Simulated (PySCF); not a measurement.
A species of formula C6H13FSi2 has this rotational fingerprint, computed with PBE0/pcSseg-1 in PySCF (dipole) on a GFN2-xTB geometry, gas phase:

```
Rotational constants : A = 2505, B = 506.6, C = 477.1 MHz
Dipole components    : |μa| = 0.27 D, |μb| = 1.34 D, |μc| = 0.90 D
Inertial defect      : -139.99 u·Å²
κ                    : -0.97
```

Task: Which structure is it? (One computed conformer of each.)
A. `[CH2:1]=[CH:2][CH2:3][CH2:4][Si:5]1([F:6])[CH2:7][SiH2:8][CH2:9]1` with C1–C2–C3–C4 -120°, C2–C3–C4–Si5 -177°, C3–C4–Si5–F6 59°
B. `[CH3:1][C:2]#[C:3][C@@:4]([CH3:5])([SiH3:6])[C@@H:7]([F:8])[SiH3:9]` with C3–C4–C7–F8 -85°
C. `[CH:1]#[C:2][C@H:3]([CH3:4])[CH2:5][SiH2:6][SiH2:7][CH2:8][F:9]` with C2–C3–C5–Si6 -179°, C3–C5–Si6–Si7 43°, C5–Si6–Si7–C8 65°, Si6–Si7–C8–F9 -52°
D. `[CH2:1]=[CH:2][CH2:3][Si@@H:4]1[CH2:5][SiH2:6][C@@H:7]([F:8])[CH2:9]1` with C1–C2–C3–Si4 -101°, C2–C3–Si4–C5 52°, C3–Si4–C5–Si6 -121°, Si4–C5–Si6–C7 -18°, C5–Si6–C7–F8 -79°, Si6–C7–C9–Si4 -43°

Result: A. It is C=CCC[Si]1(F)C[SiH2]C1, a near-prolate asymmetric top, point group C1. The candidates at the same level (rigid rotor, commonest isotopes):

```
                             SMILES  A (MHz)  B (MHz)  C (MHz)  μa (D)  μb (D)  μc (D)  Δ (u·Å²)  point group                        rotor
CC#C[C@@](C)([SiH3])[C@@H](F)[SiH3]     1074    994.9    684.4    1.16    0.25    1.46   -240.09           C1               asymmetric top
     C=CC[Si@@H]1C[SiH2][C@@H](F)C1     1932    752.4    652.9    1.44    0.42    0.78   -159.21           C1               asymmetric top
         C#C[C@H](C)C[SiH2][SiH2]CF     1539    646.7    546.8    1.26    0.90    0.26   -185.52           C1               asymmetric top
             C=CCC[Si]1(F)C[SiH2]C1     2505    506.6    477.1    0.27    1.34    0.90   -139.99           C1  near-prolate asymmetric top
```

`C=CC[Si@@H]1C[SiH2][C@@H](F)C1` has B 49 % too high; `C#C[C@H](C)C[SiH2][SiH2]CF` has A 39 % too low; `CC#C[C@@](C)([SiH3])[C@@H](F)[SiH3]` has B 96 % too high. No structure here is proved a minimum.
